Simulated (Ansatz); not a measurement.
Relaxation of Al₁₃As₁₃H₃₀, a nanocrystal cut from zinc blende AlAs (hydrogen-capped) with RKS r2SCAN-D4/def2-SVP.

```sh
$ ansatz run in.yaml --threads 11 --pin off --events-out ev --progress --plain --max-ram 174080MiB --backend cuda --devices 0, --max-vram 75GiB
```

```yaml
crystal:
  periodic: [false, false, false]
  atoms:
    - {symbol: Al, position_ang: [-2.160320, -2.169860, -0.836600]}
    - {symbol: Al, position_ang: [-2.316360, 0.839540, -3.728600]}
    - {symbol: Al, position_ang: [-5.246440, 0.905970, -0.906120]}
    - {symbol: Al, position_ang: [-2.158510, 0.834200, 2.167960]}
    - {symbol: Al, position_ang: [-2.314810, 3.730660, -0.832830]}
    - {symbol: Al, position_ang: [0.833210, -2.305820, -3.740180]}
    - {symbol: Al, position_ang: [0.888220, -5.253470, -0.889540]}
    - {symbol: Al, position_ang: [0.843610, -2.168400, 2.165030]}
    - {symbol: Al, position_ang: [3.733040, -2.307060, -0.843860]}
    - {symbol: Al, position_ang: [0.570350, 0.570450, -0.572750]}
    - {symbol: Al, position_ang: [0.839410, 3.732280, 2.307800]}
    - {symbol: Al, position_ang: [3.735070, 0.838950, 2.307890]}
    - {symbol: Al, position_ang: [0.904410, 0.898580, 5.249230]}
    - {symbol: As, position_ang: [-3.539320, -0.491190, -2.078680]}
    - {symbol: As, position_ang: [-0.482080, -3.539850, -2.086180]}
    - {symbol: As, position_ang: [-0.715520, -0.704080, -4.912290]}
    - {symbol: As, position_ang: [-0.892640, -0.900530, 0.897890]}
    - {symbol: As, position_ang: [-0.891540, 2.056540, -2.054530]}
    - {symbol: As, position_ang: [-3.540050, 2.078530, 0.492970]}
    - {symbol: As, position_ang: [-0.483680, 2.083650, 3.541690]}
    - {symbol: As, position_ang: [-0.711460, 4.908800, 0.709330]}
    - {symbol: As, position_ang: [2.054950, -0.885860, -2.063450]}
    - {symbol: As, position_ang: [2.086300, -3.540800, 0.481860]}
    - {symbol: As, position_ang: [2.087290, -0.489240, 3.539530]}
    - {symbol: As, position_ang: [4.911290, -0.710150, 0.708820]}
    - {symbol: As, position_ang: [2.060560, 2.056990, 0.884960]}
    - {symbol: H, position_ang: [-3.211400, -3.222230, -0.322790]}
    - {symbol: H, position_ang: [-2.996270, 1.728850, -4.811650]}
    - {symbol: H, position_ang: [-6.248020, 0.060790, -0.059980]}
    - {symbol: H, position_ang: [-5.850970, 1.933190, -1.932260]}
    - {symbol: H, position_ang: [-3.211060, 0.322650, 3.220280]}
    - {symbol: H, position_ang: [-2.991110, 4.812850, -1.724680]}
    - {symbol: H, position_ang: [1.725170, -2.979560, -4.824770]}
    - {symbol: H, position_ang: [0.022410, -6.219360, -0.024160]}
    - {symbol: H, position_ang: [1.902210, -5.899340, -1.903050]}
    - {symbol: H, position_ang: [0.325350, -3.224840, 3.211140]}
    - {symbol: H, position_ang: [4.819760, -2.983970, -1.730150]}
    - {symbol: H, position_ang: [1.730400, 4.816260, 2.983900]}
    - {symbol: H, position_ang: [4.816000, 1.728310, 2.991260]}
    - {symbol: H, position_ang: [0.051440, 0.049210, 6.242300]}
    - {symbol: H, position_ang: [1.930560, 1.918910, 5.864540]}
    - {symbol: H, position_ang: [-4.256610, -1.492530, -2.980210]}
    - {symbol: H, position_ang: [-1.491780, -4.251380, -2.982910]}
    - {symbol: H, position_ang: [-1.777630, -1.772340, -5.069720]}
    - {symbol: H, position_ang: [-0.591880, -0.584860, -6.409560]}
    - {symbol: H, position_ang: [0.282090, 2.771200, -2.771690]}
    - {symbol: H, position_ang: [-4.256190, 2.979800, 1.495150]}
    - {symbol: H, position_ang: [-1.487160, 2.982730, 4.258820]}
    - {symbol: H, position_ang: [-1.772580, 5.086160, 1.775800]}
    - {symbol: H, position_ang: [-0.572680, 6.403660, 0.573670]}
    - {symbol: H, position_ang: [2.769290, 0.292530, -2.771910]}
    - {symbol: H, position_ang: [2.984690, -4.253380, 1.488450]}
    - {symbol: H, position_ang: [2.985160, -1.495560, 4.255520]}
    - {symbol: H, position_ang: [5.092640, -1.774460, 1.770900]}
    - {symbol: H, position_ang: [6.405570, -0.571790, 0.568350]}
    - {symbol: H, position_ang: [2.777580, 2.769640, -0.289920]}
basis:
  gaussian: {orbitals: def2-SVP, fitting: {mean_field: def2-universal-jkfit}}
hamiltonian: {xc: r2scan, dispersion: d4}
scf: {lower_state_search: "off"}
output: {orbitals: {seedname: orbitals}}
relax: {f_tol: 0.03, max_steps: 70}
```

Run time 56 s (11 threads of AMD EPYC 7R13 on a shared host and a whole NVIDIA H100 80GB HBM3), peak host memory 1.6 GiB.

Positions (Å) and forces (eV/Å) at steps 1, 2, 3, 4 of 11:

```xyz
56
step=1 energy=-877076.2520 eV
Al   -2.160   -2.170   -0.837    0.099    0.115    0.418
Al   -2.316    0.840   -3.729    0.514    0.135    0.275
Al   -5.246    0.906   -0.906   -0.088    0.045   -0.038
Al   -2.159    0.834    2.168    0.086   -0.416   -0.105
Al   -2.315    3.731   -0.833    0.519   -0.291   -0.141
Al    0.833   -2.306   -3.740    0.156    0.516    0.288
Al    0.888   -5.253   -0.890    0.059   -0.077   -0.049
Al    0.844   -2.168    2.165   -0.425    0.098   -0.110
Al    3.733   -2.307   -0.844   -0.290    0.516   -0.125
Al    0.570    0.570   -0.573   -0.348   -0.364    0.366
Al    0.839    3.732    2.308    0.139   -0.281   -0.515
Al    3.735    0.839    2.308   -0.282    0.124   -0.499
Al    0.904    0.899    5.249    0.047    0.044    0.085
As   -3.539   -0.491   -2.079    0.267   -0.568   -0.506
As   -0.482   -3.540   -2.086   -0.578    0.264   -0.502
As   -0.716   -0.704   -4.912   -0.493   -0.506    0.247
As   -0.893   -0.901    0.898    0.465    0.480   -0.469
As   -0.892    2.057   -2.055    0.898    0.052   -0.050
As   -3.540    2.079    0.493    0.272    0.506    0.563
As   -0.484    2.084    3.542   -0.556    0.495   -0.266
As   -0.711    4.909    0.709   -0.490   -0.232    0.512
As    2.055   -0.886   -2.063    0.052    0.892   -0.027
As    2.086   -3.541    0.482    0.491    0.274    0.566
As    2.087   -0.489    3.540    0.496   -0.575   -0.264
As    4.911   -0.710    0.709   -0.235   -0.498    0.491
As    2.061    2.057    0.885    0.032    0.042   -0.897
H    -3.211   -3.222   -0.323   -0.135   -0.139    0.146
H    -2.996    1.729   -4.812   -0.258    0.240   -0.206
H    -6.248    0.061   -0.060   -0.127   -0.323    0.322
H    -5.851    1.933   -1.932    0.030    0.258   -0.259
H    -3.211    0.323    3.220   -0.134   -0.150    0.137
H    -2.991    4.813   -1.725   -0.264    0.216   -0.244
H     1.725   -2.980   -4.825    0.238   -0.260   -0.212
H     0.022   -6.219   -0.024   -0.332   -0.119    0.330
H     1.902   -5.899   -1.903    0.259    0.021   -0.259
H     0.325   -3.225    3.211   -0.138   -0.126    0.134
H     4.820   -2.984   -1.730    0.213   -0.258   -0.248
H     1.730    4.816    2.984    0.240    0.211    0.257
H     4.816    1.728    2.991    0.209    0.240    0.252
H     0.051    0.049    6.242   -0.320   -0.320    0.115
H     1.931    1.919    5.865    0.259    0.261   -0.024
H    -4.257   -1.493   -2.980   -0.085    0.204    0.107
H    -1.492   -4.251   -2.983    0.206   -0.091    0.103
H    -1.778   -1.772   -5.070   -0.137   -0.130    0.006
H    -0.592   -0.585   -6.410    0.250    0.256   -0.004
H     0.282    2.771   -2.772   -0.573   -0.114    0.118
H    -4.256    2.980    1.495   -0.086   -0.108   -0.201
H    -1.487    2.983    4.259    0.204   -0.105    0.081
H    -1.773    5.086    1.776   -0.126   -0.007    0.128
H    -0.573    6.404    0.574    0.248   -0.007   -0.253
H     2.769    0.293   -2.772   -0.112   -0.570    0.104
H     2.985   -4.253    1.488   -0.093   -0.094   -0.204
H     2.985   -1.496    4.256   -0.104    0.217    0.081
H     5.093   -1.774    1.771   -0.011   -0.130    0.129
H     6.406   -0.572    0.568   -0.004    0.254   -0.253
H     2.778    2.770   -0.290   -0.120   -0.113    0.574
56
step=2 energy=-877077.2308 eV
Al   -2.188   -2.194   -0.741   -0.106   -0.100   -0.447
Al   -2.245    0.915   -3.699    0.126   -0.290    0.031
Al   -5.171    0.896   -0.895    0.164   -0.004    0.003
Al   -2.190    0.740    2.196   -0.103    0.449    0.097
Al   -2.243    3.701   -0.911    0.128   -0.038    0.290
Al    0.914   -2.236   -3.706   -0.292    0.117    0.040
Al    0.881   -5.176   -0.881   -0.001    0.168   -0.003
Al    0.745   -2.194    2.189    0.440   -0.108    0.106
Al    3.703   -2.237   -0.918   -0.035    0.119    0.291
Al    0.533    0.531   -0.534    0.332    0.347   -0.339
Al    0.917    3.702    2.238   -0.290   -0.042   -0.121
Al    3.703    0.912    2.239   -0.043   -0.288   -0.116
Al    0.897    0.891    5.173   -0.007   -0.007   -0.164
As   -3.478   -0.551   -2.147   -0.092    0.020    0.223
As   -0.546   -3.477   -2.153    0.024   -0.091    0.221
As   -0.842   -0.835   -4.842   -0.109   -0.106   -0.279
As   -0.862   -0.863    0.864    0.032    0.017   -0.033
As   -0.744    2.059   -2.058   -0.061    0.124   -0.122
As   -3.477    2.148    0.552   -0.092   -0.224   -0.016
As   -0.543    2.149    3.477    0.018   -0.217    0.095
As   -0.837    4.841    0.838   -0.099    0.280    0.093
As    2.061   -0.739   -2.063    0.120   -0.061   -0.127
As    2.153   -3.478    0.544   -0.221   -0.094   -0.022
As    2.152   -0.551    3.476   -0.210    0.024    0.097
As    4.843   -0.837    0.835    0.281   -0.094    0.089
As    2.060    2.057    0.740    0.129    0.132    0.059
H    -3.242   -3.252   -0.213    0.019    0.020    0.189
H    -3.007    1.794   -4.769    0.000    0.110    0.033
H    -6.138    0.007   -0.007    0.009   -0.062    0.063
H    -5.736    1.950   -1.949    0.012    0.036   -0.035
H    -3.244    0.211    3.253    0.021   -0.188   -0.020
H    -3.003    4.772   -1.790   -0.002   -0.032   -0.110
H     1.792   -2.992   -4.782    0.112   -0.002    0.035
H    -0.029   -6.106    0.026   -0.063    0.007    0.064
H     1.922   -5.783   -1.924    0.036    0.014   -0.036
H     0.217   -3.253    3.243   -0.188    0.022   -0.020
H     4.777   -2.994   -1.797   -0.033   -0.004   -0.114
H     1.796    4.776    2.995    0.112   -0.034    0.003
H     4.774    1.792    3.000   -0.031    0.112    0.001
H     0.000   -0.003    6.129   -0.060   -0.060   -0.012
H     1.949    1.939    5.751    0.036    0.037   -0.013
H    -4.307   -1.481   -3.023    0.105    0.166    0.042
H    -1.482   -4.304   -3.026    0.174    0.108    0.043
H    -1.904   -1.898   -5.058    0.091    0.088   -0.091
H    -0.563   -0.556   -6.319    0.011    0.013    0.309
H     0.293    2.852   -2.852   -0.156   -0.146    0.147
H    -4.306    3.021    1.485    0.103   -0.040   -0.168
H    -1.475    3.023    4.306    0.166   -0.039   -0.101
H    -1.895    5.075    1.902    0.088    0.087   -0.089
H    -0.545    6.312    0.545    0.006   -0.302   -0.005
H     2.852    0.302   -2.853   -0.148   -0.161    0.148
H     3.030   -4.306    1.476   -0.045    0.107   -0.169
H     3.029   -1.482    4.305   -0.045    0.168   -0.108
H     5.079   -1.899    1.894    0.089    0.086   -0.086
H     6.313   -0.542    0.539   -0.304    0.004   -0.003
H     2.854    2.849   -0.297   -0.147   -0.148    0.156
56
step=3 energy=-877077.4848 eV
Al   -2.189   -2.194   -0.736   -0.100   -0.098   -0.100
Al   -2.230    0.890   -3.686   -0.011   -0.079    0.027
Al   -5.161    0.877   -0.875    0.067    0.010   -0.011
Al   -2.189    0.735    2.195   -0.098    0.099    0.097
Al   -2.227    3.688   -0.885   -0.012   -0.028    0.077
Al    0.889   -2.223   -3.693   -0.078   -0.014    0.030
Al    0.861   -5.165   -0.862    0.010    0.067   -0.011
Al    0.739   -2.194    2.190    0.099   -0.098    0.099
Al    3.690   -2.224   -0.893   -0.027   -0.014    0.077
Al    0.564    0.563   -0.564    0.155    0.160   -0.157
Al    0.891    3.688    2.224   -0.076   -0.029    0.014
Al    3.689    0.887    2.225   -0.031   -0.076    0.014
Al    0.877    0.871    5.162    0.009    0.008   -0.065
As   -3.463   -0.538   -2.108   -0.090   -0.042    0.017
As   -0.533   -3.462   -2.113   -0.047   -0.090    0.013
As   -0.867   -0.862   -4.858   -0.052   -0.053   -0.167
As   -0.836   -0.838    0.838    0.067    0.062   -0.066
As   -0.754    2.061   -2.059    0.066    0.035   -0.037
As   -3.462    2.108    0.540   -0.089   -0.016    0.045
As   -0.532    2.110    3.463   -0.045   -0.014    0.088
As   -0.861    4.859    0.863   -0.047    0.165    0.046
As    2.061   -0.750   -2.063    0.035    0.070   -0.040
As    2.113   -3.463    0.531   -0.013   -0.090    0.047
As    2.112   -0.539    3.462   -0.012   -0.041    0.089
As    4.860   -0.861    0.858    0.165   -0.047    0.043
As    2.061    2.059    0.750    0.038    0.037   -0.067
H    -3.216   -3.225   -0.091    0.069    0.069    0.042
H    -2.989    1.828   -4.717    0.021   -0.005    0.038
H    -6.100   -0.033    0.035    0.021    0.014   -0.014
H    -5.708    1.939   -1.937   -0.029   -0.027    0.027
H    -3.216    0.088    3.225    0.068   -0.042   -0.069
H    -2.985    4.720   -1.823    0.019   -0.038    0.005
H     1.827   -2.977   -4.728   -0.005    0.020    0.040
H    -0.067   -6.067    0.065    0.016    0.017   -0.015
H     1.912   -5.753   -1.914   -0.027   -0.024    0.026
H     0.094   -3.225    3.217   -0.042    0.069   -0.068
H     4.723   -2.978   -1.833   -0.039    0.019    0.005
H     1.830    4.722    2.979   -0.004   -0.039   -0.019
H     4.721    1.826    2.982   -0.037   -0.004   -0.019
H    -0.040   -0.043    6.089    0.015    0.015   -0.020
H     1.937    1.928    5.722   -0.026   -0.026    0.027
H    -4.297   -1.422   -3.017    0.035    0.037    0.009
H    -1.420   -4.294   -3.021    0.040    0.036    0.011
H    -1.920   -1.916   -5.143    0.084    0.085   -0.059
H    -0.532   -0.525   -6.304    0.006    0.007    0.199
H     0.271    2.851   -2.849   -0.027   -0.021    0.021
H    -4.297    3.016    1.425    0.036   -0.009   -0.038
H    -1.416    3.018    4.297    0.038   -0.009   -0.034
H    -1.910    5.159    1.916    0.081    0.056   -0.082
H    -0.514    6.298    0.515    0.005   -0.192   -0.004
H     2.849    0.279   -2.851   -0.021   -0.029    0.022
H     3.024   -4.295    1.416   -0.011    0.036   -0.038
H     3.023   -1.423    4.295   -0.010    0.038   -0.035
H     5.163   -1.913    1.908    0.056    0.081   -0.080
H     6.298   -0.512    0.509   -0.192    0.004   -0.003
H     2.851    2.847   -0.276   -0.021   -0.021    0.028
56
step=4 energy=-877077.6251 eV
Al   -2.179   -2.182   -0.725   -0.042   -0.041    0.015
Al   -2.244    0.867   -3.667   -0.016   -0.030    0.016
Al   -5.177    0.854   -0.851    0.007   -0.009    0.009
Al   -2.179    0.724    2.183   -0.040   -0.016    0.041
Al   -2.243    3.668   -0.863   -0.017   -0.016    0.030
Al    0.866   -2.240   -3.671   -0.030   -0.017    0.016
Al    0.839   -5.180   -0.840   -0.008    0.008    0.008
Al    0.728   -2.183    2.179   -0.015   -0.041    0.042
Al    3.669   -2.240   -0.870   -0.016   -0.018    0.030
Al    0.625    0.625   -0.625    0.045    0.046   -0.046
Al    0.869    3.668    2.241   -0.030   -0.016    0.018
Al    3.670    0.865    2.240   -0.017   -0.030    0.017
Al    0.853    0.847    5.177   -0.008   -0.009   -0.007
As   -3.483   -0.555   -2.093   -0.035   -0.015   -0.002
As   -0.552   -3.483   -2.096   -0.019   -0.036   -0.002
As   -0.848   -0.844   -4.851   -0.011   -0.012   -0.070
As   -0.779   -0.781    0.781    0.059    0.058   -0.059
As   -0.760    2.083   -2.082    0.050    0.015   -0.016
As   -3.482    2.094    0.558   -0.035    0.002    0.017
As   -0.550    2.094    3.483   -0.018    0.002    0.035
As   -0.842    4.851    0.844   -0.009    0.071    0.009
As    2.082   -0.757   -2.085    0.015    0.052   -0.016
As    2.097   -3.483    0.550    0.001   -0.035    0.018
As    2.098   -0.556    3.482    0.002   -0.016    0.035
As    4.852   -0.843    0.839    0.070   -0.009    0.008
As    2.084    2.082    0.757    0.016    0.015   -0.050
H    -3.173   -3.179    0.013    0.036    0.036    0.023
H    -3.010    1.803   -4.693    0.008   -0.004    0.017
H    -6.091   -0.068    0.071    0.021    0.009   -0.009
H    -5.767    1.903   -1.900   -0.004   -0.014    0.014
H    -3.172   -0.015    3.180    0.036   -0.023   -0.036
H    -3.008    4.695   -1.799    0.007   -0.017    0.004
H     1.802   -3.003   -4.700   -0.004    0.007    0.018
H    -0.096   -6.065    0.096    0.010    0.018   -0.010
H     1.879   -5.801   -1.881   -0.013   -0.001    0.013
H    -0.010   -3.179    3.174   -0.023    0.036   -0.036
H     4.697   -3.004   -1.808   -0.018    0.007    0.004
H     1.806    4.696    3.005   -0.004   -0.018   -0.007
H     4.697    1.802    3.004   -0.017   -0.004   -0.007
H    -0.073   -0.078    6.083    0.009    0.009   -0.020
H     1.901    1.893    5.777   -0.014   -0.013    0.003
H    -4.308   -1.430   -3.015    0.006    0.010    0.003
H    -1.430   -4.305   -3.018    0.011    0.007    0.003
H    -1.871   -1.867   -5.296    0.045    0.045   -0.040
H    -0.401   -0.395   -6.227    0.006    0.006    0.080
H     0.200    2.911   -2.910   -0.001   -0.008    0.008
H    -4.306    3.016    1.434    0.007   -0.003   -0.011
H    -1.426    3.017    4.308    0.010   -0.003   -0.006
H    -1.861    5.307    1.866    0.045    0.039   -0.045
H    -0.387    6.222    0.388    0.005   -0.078   -0.005
H     2.909    0.206   -2.912   -0.008   -0.002    0.008
H     3.021   -4.306    1.426   -0.003    0.007   -0.010
H     3.021   -1.432    4.304   -0.003    0.010   -0.007
H     5.311   -1.863    1.858    0.039    0.045   -0.045
H     6.222   -0.385    0.382   -0.078    0.004   -0.004
H     2.911    2.909   -0.205   -0.008   -0.008    0.002
```

Single mean-field runs in def2-SVP are fitted with def2-universal-jkfit.
